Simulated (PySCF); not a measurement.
## Ionisation energy of Ga by level of theory

Ga [Ar] 3d10 4s2 4p1 (2P) → Ga⁺ [Ar] 3d10 4s2 (1S), as a difference of total energies. All numbers are calculated (PySCF 2.14, scalar relativity by spin-free X2C-1e, in x2c-QZVPPall (11s7p5d4f1g, 94 functions)). Correlated levels: valence: [Ar] 3d10 frozen. The calculations carry no spin-orbit coupling.

```json
{"method": "UHF", "ionisation energy (eV)": "5.529", "plus first-order spin-orbit estimate": "5.591", "error of that sum (eV)": "-0.408"}
{"method": "MP2 (valence)", "ionisation energy (eV)": "5.759", "plus first-order spin-orbit estimate": "5.821", "error of that sum (eV)": "-0.178"}
{"method": "SCS-MP2 (valence)", "ionisation energy (eV)": "5.743", "plus first-order spin-orbit estimate": "5.805", "error of that sum (eV)": "-0.194"}
{"method": "CCSD (valence)", "ionisation energy (eV)": "5.811", "plus first-order spin-orbit estimate": "5.873", "error of that sum (eV)": "-0.126"}
{"method": "CCSD(T) (valence)", "ionisation energy (eV)": "5.837", "plus first-order spin-orbit estimate": "5.899", "error of that sum (eV)": "-0.100"}
```

Reference: 5.999 eV (measured; NIST Atomic Spectra Database, ionization energies).

A first-order spin-orbit estimate (lowest level to lowest level, LS coupling) adds 0.062 eV.

Errors of the correlated levels include the incompleteness of this basis and the frozen core.
